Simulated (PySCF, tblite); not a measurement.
Isomers of C5H9FOSi, one GFN2-xTB conformer each. Single-point energies are computed at PBE0/pcSseg-1 (PySCF, gas phase, no added dispersion term), electronic only.

```
                      SMILES  GFN2-xTB relative energy (kJ/mol)
      CCOC1=C[C@H](F)[SiH2]1                              119.9
O=C(F)[C@H]1C[C@H]([SiH3])C1                                0.0
```

Conformers: `[CH3:1][CH2:2][O:3][C:4]1=[CH:5][C@H:6]([F:7])[SiH2:8]1` with C1–C2–O3–C4 -179°, C2–O3–C4–C5 2°; `[O:1]=[C:2]([F:3])[C@H:4]1[CH2:5][C@H:6]([SiH3:7])[CH2:8]1` with O1–C2–C4–C5 -9°, C2–C4–C5–C6 127°, C4–C5–C6–Si7 106°, C5–C6–C8–C4 11°, C2–C4–C8–C6 -130°.

Task: What does PBE0/pcSseg-1 give for the same structures?

Result: 
| SMILES | PBE0/pcSseg-1 E (Eh) | PBE0/pcSseg-1 (kJ/mol) | GFN2-xTB (kJ/mol) | point group |
| --- | --- | --- | --- | --- |
| O=C(F)[C@H]1C[C@H]([SiH3])C1 | -659.90808 | 0.0 | 0.0 | C1 |
| CCOC1=C[C@H](F)[SiH2]1 | -659.86339 | 117.3 | 119.9 | C1 |

Both levels put the same isomer lowest. As drawn, the lower has a C=O bond, which the higher lacks; the higher has a C=C bond outside aromatic rings, which the lower lacks.

Task: Which frontier levels, dipoles and rotational constants go with these structures?

Result: 
| SMILES | HOMO (eV, PBE0/pcSseg-1) | LUMO (eV) | dipole (D) | A, B, C (MHz) |
| --- | --- | --- | --- | --- |
| O=C(F)[C@H]1C[C@H]([SiH3])C1 | -8.53 | -0.50 | 2.85 | 4649, 807.1, 752.6 |
| CCOC1=C[C@H](F)[SiH2]1 | -7.03 | 0.04 | 2.48 | 3898, 833.6, 721.4 |

Task: What happens when harmonic zero-point energies from GFN2-xTB frequencies are added?

Result: 
| SMILES | ZPE (kJ/mol) | electronic (kJ/mol) | with ZPE (kJ/mol) |
| --- | --- | --- | --- |
| O=C(F)[C@H]1C[C@H]([SiH3])C1 | 327.3 | 0.0 | 0.0 |
| CCOC1=C[C@H](F)[SiH2]1 | 329.3 | 117.3 | 119.3 |

The zero-point energies span 2.0 kJ/mol. The order is unchanged.
